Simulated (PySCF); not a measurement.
# Which determinant of NaZn lies lowest?

Unrestricted PBE0; basis Na def2-SVPD, Zn def2-SVPD; no relativity; PySCF 2.14. Outer shells of the fragments: Na 3s1; Zn 3d10 4s2.

Followed along the bond (rough minima from three points):

| 2Ms+1 | unpaired | ⟨S²⟩ at the start | R at minimum (Å) | Te (eV) |
| --- | --- | --- | --- | --- |
| 2 | σ ↑ | 0.76 | 3.15 | 0.00 |
| 2 | π ↑ | 0.75 | 2.67 | 1.10 |
| 4 | σ ↑↑, π ↑ | 3.75 | 3.14 | 3.47 |

Solutions found at the starting distance of 2.765 Å, counted from the lowest of them; the search is not exhaustive and high or unbound solutions are not listed, so other states can lie among these:

```json
{"2Ms+1": "2", "unpaired": "σ ↑", "term": "²Σ⁺", "E (eV)": "0.00", "⟨S²⟩": "0.76", "⟨Lz²⟩": "0.00", "μ (D)": "-0.51"}
{"2Ms+1": "2", "unpaired": "π ↑", "term": "²Π", "E (eV)": "1.04", "⟨S²⟩": "0.75", "⟨Lz²⟩": "1.00", "μ (D)": "-3.99"}
{"2Ms+1": "4", "unpaired": "σ ↑↑, π ↑", "term": "⁴Π", "E (eV)": "3.48", "⟨S²⟩": "3.75", "⟨Lz²⟩": "1.00", "μ (D)": "-3.20"}
{"2Ms+1": "2", "unpaired": "σ ↑↑, π ↓", "term": "mixed", "E (eV)": "4.30", "⟨S²⟩": "1.75", "⟨Lz²⟩": "1.00", "μ (D)": "-3.04"}
{"2Ms+1": "4", "unpaired": "σ ↑↑↑", "term": "⁴Σ⁺", "E (eV)": "4.38", "⟨S²⟩": "3.75", "⟨Lz²⟩": "0.00", "μ (D)": "4.23"}
{"2Ms+1": "4", "unpaired": "σ ↑, π ↑↑", "term": "mixed", "E (eV)": "6.19", "⟨S²⟩": "3.75", "⟨Lz²⟩": "2.00", "μ (D)": "3.32"}
```

A term symbol is given only where ⟨S²⟩ and ⟨Lz²⟩ are close to those of a pure state; real π, δ and φ orbitals otherwise mix terms. A positive dipole means Na(−)Zn(+).

Problem. Compare the gap between the two lowest followed solutions at the starting distance with the gap between their minima.

Solution. At PBE0 the second solution (doublet, unpaired electrons π ↑) lies +1.04 eV from the first (doublet, unpaired electrons σ ↑) at 2.765 Å and +1.10 eV at the minima; the two curves relax by different amounts, since their minima lie near 2.67 and 3.15 Å.

Counting both spins, an empty level lies below a filled one in some of these solutions, because spin and occupation are held.
